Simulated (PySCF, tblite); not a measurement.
Isomers of C3H10FOSi2 (doublet state). Computed values, GFN2-xTB/tblite, gas phase, harmonic and unscaled. The method is semi-empirical: single wavenumbers can be off by several per cent or more. Modes of hydrogen on silicon can be 10 to 20 % off. One conformer each. Open shells enter through the occupations alone, without spin polarisation, and single modes of such species can be off by tens of per cent.

Electronic energies: B3LYP/pcH-1 single points on the GFN2-xTB geometries (PySCF, gas phase).

```csv
SMILES,"electronic energy, lowest = 0 (kJ/mol)"
CC(C)[SiH2]O[SiH]F,9.6
CC(C)[SiH]O[SiH2]F,0.0
[CH2][C@@H](C)[SiH2]O[SiH2]F,36.6
```

**Question.** How do GFN2-xTB zero-point energies change the relative energies?

**Answer.** 
```csv
SMILES,ZPE (kJ/mol),of it from modes above 1550 cm⁻¹,electronic (kJ/mol),"with ZPE, lowest = 0 (kJ/mol)",lowest mode (cm⁻¹),rings
CC(C)[SiH]O[SiH2]F,327.4,167.4,0.0,0.0,29,0
CC(C)[SiH2]O[SiH]F,326.6,166.9,9.6,8.8,13,0
[CH2][C@@H](C)[SiH2]O[SiH2]F,310.5,164.9,36.6,19.7,24,0
```

The zero-point energies span 16.9 kJ/mol, from `[CH2][C@@H](C)[SiH2]O[SiH2]F` to `CC(C)[SiH]O[SiH2]F`. The order is unchanged.

**Question.** And how do the electronic energies of GFN2-xTB itself compare?

**Answer.** `CC(C)[SiH]O[SiH2]F` 0.0; `CC(C)[SiH2]O[SiH]F` 24.4; `[CH2][C@@H](C)[SiH2]O[SiH2]F` 47.1 kJ/mol, lowest = 0. Against the energies above, taken from the same isomer `CC(C)[SiH]O[SiH2]F`, the largest difference is 14.8 kJ/mol.
